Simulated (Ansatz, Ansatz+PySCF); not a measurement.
```
atom    x (Å)    y (Å)   z (Å)
   C   1.0253   0.0000  0.0000
   C   0.0000   1.0253  0.0000
   C  -1.0253   0.0000  0.0000
   C   0.0000  -1.0253  0.0000
   C   2.4553   0.0000  0.0000
   N   3.6153   0.0000  0.0000
   C   0.0000   2.4553  0.0000
   N   0.0000   3.6153  0.0000
   C  -2.4553   0.0000  0.0000
   N  -3.6153   0.0000  0.0000
   C   0.0000  -2.4553  0.0000
   N   0.0000  -3.6153  0.0000
```

Basis set: def2-SVP (spherical functions). Charge 0, multiplicity 1.

Computed with Ansatz (development build ahead of 0.2.0); each method stands on the lowest determinant of its kind that the runs found. Restricted functionals stand beside restricted open-shell atoms, which can lie above the unrestricted atoms usual in DFT and then raise those values.

(1) Give the atomization energy at this shape (free ground-state atoms in the same class of orbitals less the molecule, no zero-point energy) of singlet C₈N₄ by ωB97X (unrestricted), PBE0 (unrestricted), PBE0 (restricted), UHF, RHF.

Answers

(1)

| method | atomization energy |
| --- | --- |
| ωB97X (unrestricted) | 70.33 eV |
| PBE0 (unrestricted) | 72.05 eV |
| PBE0 (restricted) | 71.54 eV |
| UHF | 46.29 eV |
| RHF | 44.37 eV |

Caution for ωB97X (unrestricted), PBE0 (unrestricted), UHF: the unrestricted determinant is a mixture of spin states. Caution for PBE0 (restricted), RHF: an unrestricted determinant lies well below.

The shape needn't be a minimum at these levels.
